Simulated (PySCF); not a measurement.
PySCF 2.14 output of an unrestricted BP86 calculation on a single atom or ion in aug-cc-pVDZ-DK (7s6p4d2f, 59 functions), with scalar relativity by spin-free X2C-1e:

```
SCF conv_tol = 1e-09
number electrons alpha = 16  beta = 11
    A. D. Becke.,  Phys. Rev. A 38, 3098 (1988)
    J. P. Perdew.,  Phys. Rev. B 33, 8822 (1986)
cycle= 1 E= -1393.25675602417  delta_E= -0.0066  |g|= 0.148  |ddm|= 0.671
cycle= 2 E= -1393.24703930161  delta_E= 0.00972  |g|= 0.257  |ddm|= 0.52
cycle= 3 E= -1393.26158928455  delta_E= -0.0145  |g|= 0.00138  |ddm|= 0.309
cycle= 4 E= -1393.26159024043  delta_E= -9.56e-07  |g|= 0.000486  |ddm|= 0.0153
cycle= 5 E= -1393.26159031328  delta_E= -7.29e-08  |g|= 3.59e-05  |ddm|= 0.00456
cycle= 6 E= -1393.26159031383  delta_E= -5.45e-10  |g|= 6.51e-07  |ddm|= 0.000526
converged SCF energy = -1393.26159031383  <S^2> = 8.7504293  2S+1 = 6.0001431
```

The run itself started from symmetry-adapted Hartree-Fock orbitals and held the occupation by maximum overlap, on a logarithmic radial grid, so the iterations belong to that start.

Q: Which element, charge and spin multiplicity is this?

A: Co (cobalt, neutral), multiplicity 6; the state was [Ar] 3d7 4s1 5s1, high-spin 6F determinant (an excited configuration).

The outer electron is Rydberg-like, and this basis confines it to a smaller radius and binds it less than a complete one would.
